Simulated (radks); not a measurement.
Values are calculated unless marked as measured or tabulated.
Ionisation of neutral iridium, [Xe] 4f14 5d7 6s2, to [Xe] 4f14 5d7 6s1 as the strength of local exchange is varied. Code: a radial shooting solver on a logarithmic mesh with Libxc functionals. Model: Dirac Kohn-Sham, Slater X-alpha exchange (alpha = 2/3 is LDA exchange), no correlation, spin-unpolarised, spherical densities, finite nucleus; open shells fill j = l - 1/2 first; Fermi nuclear charge, rms radius 5.4032 fm.

alpha,E(Ir) (hartree),exchange (hartree),IE (eV),-e of the level emptied (eV),<r> of it (bohr)
0.572,-17789.6323,-282.8463,8.357,4.885 (6s1/2),3.009
0.634,-17820.3188,-314.0839,8.805,5.288 (6s1/2),2.965
0.667,-17836.6750,-330.7564,9.048,5.507 (6s1/2),2.941
0.895,-17950.1196,-446.8196,10.814,7.128 (6s1/2),2.790
1.019,-18012.1382,-510.5795,11.835,8.081 (6s1/2),2.715

NIST Atomic Spectra Database: 8.967 eV (measured). The Delta-SCF value meets it near alpha = 0.66. Spin polarisation and multiplet splitting are left out, so open shells lie too high by an amount that depends on their filling.

Beside tabulated values, note that spin-unpolarised runs miss the spin-polarisation part of the exchange energy of open shells.
